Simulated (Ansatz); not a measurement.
A run for Ansatz (a program for electronic structure): R-wB97M-V/def2-TZVPP on FGeH3Te (SMILES F[Te][GeH3]), a point of a torsion scan. Elements past Kr take the def2 small-core potentials; no spin–orbit coupling.

Ansatz 0.2 input:
```yaml
crystal:
  periodic: [false, false, false]
  atoms:
    - {symbol: F, position_ang: [2.60143530, 0.63893419, -0.21469538]}
    - {symbol: Te, position_ang: [1.63116293, -1.04065323, 0.26732483]}
    - {symbol: Ge, position_ang: [-0.65438629, -0.01081698, 0.02999496]}
    - {symbol: H, position_ang: [-0.95843308, 0.52613834, -1.33589975]}
    - {symbol: H, position_ang: [-0.95461965, 1.08735809, 1.00613300]}
    - {symbol: H, position_ang: [-1.63651546, -1.10973185, 0.29782804]}
basis:
  gaussian:
    orbitals: def2-TZVPP
hamiltonian:
  xc: {name: wB97M-V}
scf: {lower_state_search: off}
```

It printed:

```
WARN ansatz: RAYON_NUM_THREADS=1 ignored (pool sized by the plan → 1); use --threads N
Functional definition: wB97M-V
these checks for a lower state are left out or cut short: stability, starts, cluster_reference, orbital_swaps, neighbouring_geometries, increment
integrals: 0.12 GiB planned
1130 factors; their error is unknown
integrals: 0.15 GiB planned
230 factors; integrals over basis functions are off by at most 3.9e-5 eV
mean field: 1.05 GiB planned
mean field evaluation 1: about -66571.6137 eV, gradient 3.6e1 eV
mean field evaluation 2: about -66570.0877 eV, gradient 5.1e1 eV
mean field evaluation 4: about -66573.6073 eV, gradient 2.0e0 eV
mean field evaluation 8: about -66573.8119 eV, gradient 7.2e-2 eV
mean field evaluation 16: about -66573.8119 eV, gradient 6.3e-5 eV
mean field -66573.81190745 eV, -2446.5424622483 hartree, gradient 3.9e-6 eV, S^2 0.000000; 0 other end points of the search recorded, 0 dependent functions left out
reference -66573.81195219 eV, -2446.5424638925 hartree; 34, 34 occupied and 137, 137 virtual orbitals, 1130 factors
Total energy: -66573.81195219 eV, -2446.5424638925 hartree
Checks for a lower state left out: stability, starts, cluster_reference, orbital_swaps, neighbouring_geometries, increment
```

Self-consistency was reached.

Cost: roughly 7 core-seconds.
